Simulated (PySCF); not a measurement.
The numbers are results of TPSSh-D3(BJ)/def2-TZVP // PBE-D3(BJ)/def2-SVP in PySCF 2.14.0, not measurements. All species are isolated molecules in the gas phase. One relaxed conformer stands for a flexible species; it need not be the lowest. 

Reference species: [Cd(CH3)2] (neutral, multiplicity 1).

The mean distance from the central atom to its bonded neighbours is 2.126 Å and the charge on the central atom (Mulliken) is 0.61 e. The HOMO–LUMO gap is 5.94 eV.

Changed species: [Cd(CH3)(Br)] (1 of 2 CH3 replaced by Br; the reference has 0 of 2 CH3 replaced by Br).

Question: Give the shifts of the mean distance from the central atom to its bonded neighbours, charge on the central atom (Mulliken) and HOMO–LUMO gap.

Answer: the mean distance from the central atom to its bonded neighbours rises by 0.152 Å, to 2.278 Å; the charge on the central atom (Mulliken) increases by 0.03 e, to 0.64 e; the HOMO–LUMO gap falls by 0.09 eV, to 5.85 eV.
